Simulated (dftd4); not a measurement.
O3W, charge -1, doublet, geometry from GFN2-xTB (such geometries of metal compounds can be far from the true shape) (the multiplicity is a formal guess).

dftd4 was given this input:
```
$ dftd4 mol.xyz --func hf --charge -1 --json dftd4.json --noedisp --property

# file mol.xyz
4

W      0.00000000     0.00000000     0.00000000
O      1.54088556    -0.32207064    -0.68740617
O     -0.49883780    -0.83178938     1.41769966
O     -1.04204776     1.15386002    -0.73029349
```

Problem. What does this run give for the dispersion energy, partial charges in atom order?

Solution. 
The dispersion energy is -7.78 kcal/mol and the partial charges in atom order comes out as W1 1.40, O2 -0.80, O3 -0.80, O4 -0.80.
